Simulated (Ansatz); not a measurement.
Cost and result up the ladder for `CCCCCCCCSC(C)=O` (32 atoms). The state is a singlet with charge 0. Geometry: r2SCAN-D4/def2-SVP.

Ansatz on 4 threads of Arm Neoverse V2 on a shared host. Times are rough, and most runs start from the orbitals of an earlier one. PBE0-D4/def2-TZVP serves as the yardstick here, not as an exact answer. Differences are given only for rows in sets of like size (and for xTB, whose basis is part of the method), since another set adds its own error. Binding counts from free atoms at the same level (C triplet, S triplet, O triplet, H doublet; other spins of the atoms weren't run), without zero-point energy or a counterpoise term.

Correlated methods freeze 16 core orbitals. The rows differ in basis, and correlated rows in double-zeta sets carry the largest basis error.

Correlated methods converge slowly with the basis, most of all in double-zeta sets.

```
                         level  functions  wall time
                     HF/STO-3G         84      0.6 s
               PBE-D4/def2-SVP        272      4.1 s
              PBE0-D4/def2-SVP        272      8.5 s
                  MP2/def2-SVP        272      8.5 s
PBE-D4/def2-TZVP (with forces)        498       11 s
           r2SCAN-D4/def2-TZVP        498       16 s
             PBE0-D4/def2-TZVP        498       21 s
          r2SCANh-D4/def2-TZVP        498       27 s
    HF/def2-TZVP (with forces)        498       33 s
```

**Question.** Estimate what each level gives for the binding energy per atom (eV).

**Answer.** 
```csv
level,binding energy per atom (eV),difference from PBE0-D4/def2-TZVP (eV)
HF/STO-3G,3.85,–
PBE-D4/def2-SVP,4.34,–
PBE0-D4/def2-SVP,4.28,–
MP2/def2-SVP,4.08,–
PBE-D4/def2-TZVP (with forces),4.30,0.06
r2SCAN-D4/def2-TZVP,4.22,-0.02
PBE0-D4/def2-TZVP,4.24,0.00
r2SCANh-D4/def2-TZVP,4.20,-0.04
HF/def2-TZVP (with forces),3.12,-1.11
```
